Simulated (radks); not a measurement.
Spherical quantum dot in the effective-mass picture: electrons in a hard-walled sphere of radius 8.92, with a point charge +1 (a donor) at the centre, all in effective atomic units (hartree* = m*/eps^2 hartree, bohr* = eps/m* bohr), one dielectric constant everywhere. Calculated with a radial shooting solver with Libxc functionals: non-relativistic Kohn-Sham, PBEsol, spin-polarised, spherical densities. Levels are named by radial order and angular momentum (1s, 1p, 1d, 2s, ...), and open shells are averaged over m. Results are scaled to m* = 0.029 and eps = 8, for which hartree* = 12.33 meV and bohr* = 14.6 nm.

N = 8, configuration 1s2 1p(up 3, down 2) 2s(up 1, down 0). This is the lowest configuration that the search found. Occupied levels:

level    occupation  eigenvalue (meV)  <r> (nm)
1s up             1            11.621     44.75
1s down           1            12.127     78.37
2s up             1            12.520     69.40
1p up             3            12.522     89.35
1p down           2            12.645     89.07

Energy (meV): total 39.2109, kinetic 17.990, external -27.497, Hartree 64.679, exchange-correlation -15.961.

Electron density:

r (nm)  n(r) (e/nm^3)
9.89       0.00002586
19.6        7.235e-06
29.4        2.327e-06
39.1        1.058e-06
48.9        8.299e-07
58.6        9.378e-07
68.4        1.171e-06
78.1        1.392e-06
87.9        1.462e-06
97.6        1.266e-06
107         8.113e-07
117         2.964e-07
127         1.929e-08
